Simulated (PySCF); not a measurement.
PySCF input file for HgI, SMILES [I][Hg+], charge +1, r2SCAN-D4/def2-TZVP. Geometry: r2SCAN-D4/def2-TZVP. The multiplicity is an assumed one; other spin states were not compared. The def2 effective core potentials stand for the cores of Hg, I; spin–orbit coupling is left out.

```python
import numpy as np
from pyscf import gto, scf, dft
from pyscf.hessian import thermo

mol = gto.M(
    atom='''
    Hg    0.00000000    0.00000000   -1.01868546
    I     0.00000000    0.00000000    1.53763843
    ''',
    basis='def2-TZVP',
    ecp={'Hg': 'def2-tzvp', 'I': 'def2-tzvp'},
    charge=1,
    spin=0,
    max_memory=1600,
    verbose=3,
)
mf = dft.RKS(mol, xc='r2scan').density_fit(auxbasis='def2-universal-jkfit')
mf.disp = 'd4'
mf.grids.level = 4
mf.conv_tol = 1e-11
mf.max_cycle = 100
mf.kernel()

# [left out here: the lines that compute and print the analytic Hessian (its translational invariance restored by hand, since the grid's response is missing), thermochemistry and intensities]
```

Log of the run:

```
converged SCF energy = -451.081220837008

WARN: MGGA Hessian is sensitive to dft grids. grids.level 4 may not be dense enough.


WARN: DFTD4 does not support analytical Hessian, using finite difference.


WARN: Mole.unit (angstrom) is changed to Bohr

Mode                                 0
Irrep
Freq [cm^-1]                      192.3768
Reduced mass [au]                 147.9673
Force const [Dyne/A]                3.2264
Char temp [K]                     276.7874
Normal mode                   x     y     z
       0  Hg                 0.00  0.00 -0.04
       1   I                 0.00  0.00  0.07
temperature 298.1500 [K]
pressure 101325.00 [Pa]
Rotational constants [GHz] inf 0.99495 0.99495
Symmetry number 1
Zero-point energy (ZPE) 0.00044 [Eh]   1150.669 [J/mol]
                           tot       elec      trans        rot        vib
Entropy [J/mol/K]       271.178      0.000    180.975     80.978      9.225
Cv [J/mol/K]             28.528      0.000     12.472      8.314      7.742
Cp [J/mol/K]             36.843      0.000     20.786      8.314      7.742
Internal energy [J/mol]                      3718.434   2478.956   2654.487
Internal energy [Eh]   -451.07785  -451.08122
Enthalpy [J/mol]                             6197.391   2478.956   2654.487
Enthalpy [Eh]          -451.07691
Gibbs free energy [J/mol]                  -47760.404 -21664.517    -95.915
Gibbs free energy [Eh] -451.10770
static polarisability / bohr^3: [[39.036  0.    -0.   ]
 [-0.    39.036 -0.   ]
 [ 0.     0.    82.152]]
largest difference of analytic and finite-field dipole derivatives / e: 0.0002297629083776731
mode   freq/cm-1   IR/(km/mol)   Raman/(A^4/amu)   depolarisation
   1      192.38         0.008             7.000            0.228
max |gradient| / (hartree/bohr): 0.00013013975406091777
APT charges: [0.7422 0.2582]
```

The run converged.

Cost: about 110 core-seconds (a rough figure).
